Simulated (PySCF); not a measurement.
CdH2S2, SMILES [SH][Cd][SH]. Atoms are numbered in the order given.

```xyz
5

Cd     0.0000     0.0000     0.0168
S      0.0000     2.3391     0.0551
H      0.0000     2.4333    -1.2858
S      0.0000    -2.3391     0.0551
H      0.0000    -2.4333    -1.2858
```
Charge 0, spin multiplicity 1.

Coordinates come from a PBE0-D3(BJ)/def2-TZVP optimisation. The geometry has at least one imaginary mode, so it is a saddle point at that level. The def2 effective core potentials stand for the cores of Cd; spin–orbit coupling is left out. The values are those of a single conformer.

Calculation: PySCF with B3LYP/def2-TZVPD.

Gas-phase values at a fixed geometry.

Question: Estimate the frontier levels, gap, dipole moment and polarisability. (Estimate from the structure and the level; the computed values follow.)

Answer: 
```yaml
highest_occupied_level: -6.93 eV
lowest_empty_level: -1.82 eV
orbital_gap: 5.11 eV
dipole_moment: 1.20 D
quadrupole, principal values (traceless, Buckingham form, about the centre of nuclear charge): -11.84, 0.20, 11.64 D·Å
mean_static_polarisability: 81.2 bohr³ (12.04 Å³)
polarisability_principal_values: 60.3, 62.3, 121.0 bohr³
```
